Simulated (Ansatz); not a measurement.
Cartesian coordinates in Å:
```
C -1.568 0.724 -0.359
N -0.352 0.089 0.090
C -0.508 -1.319 0.390
Hf 1.455 0.869 0.390
F 1.317 2.748 0.140
S 2.902 -0.147 -1.315
Cl 2.207 0.295 2.554
H -1.941 0.257 -1.280
H -2.359 0.648 0.398
H -1.398 1.783 -0.564
H -0.824 -1.883 -0.498
H -1.249 -1.481 1.182
H 0.437 -1.757 0.735
H 1.881 -0.828 -1.864
```

The species carries charge 0 and has multiplicity 1. Hf: def2 effective core potential.

Task: List the PBE/def2-TZVPP orbital energies in eV (Ansatz 0.2.0). (Estimate.)

Result: Computed: Occupied: -2738.57, -2395.41, -659.66, -380.98, -270.19, -270.07, -249.15, -208.39, -189.76, -189.71, -189.71, -154.54, -154.40, -154.36, -64.41, -34.69, -34.17, -34.03, -28.05, -22.78, -19.64, -18.21, -17.49, -15.47, -12.07, -11.75, -11.72, -10.57, -10.13, -10.09, -10.04, -9.91, -9.64, -8.90, -8.46, -7.99, -7.84, -7.27, -6.38, -6.06. Lowest empty: -1.96, -1.54, -1.06, -0.92, -0.83, -0.68, 0.24, 0.87.
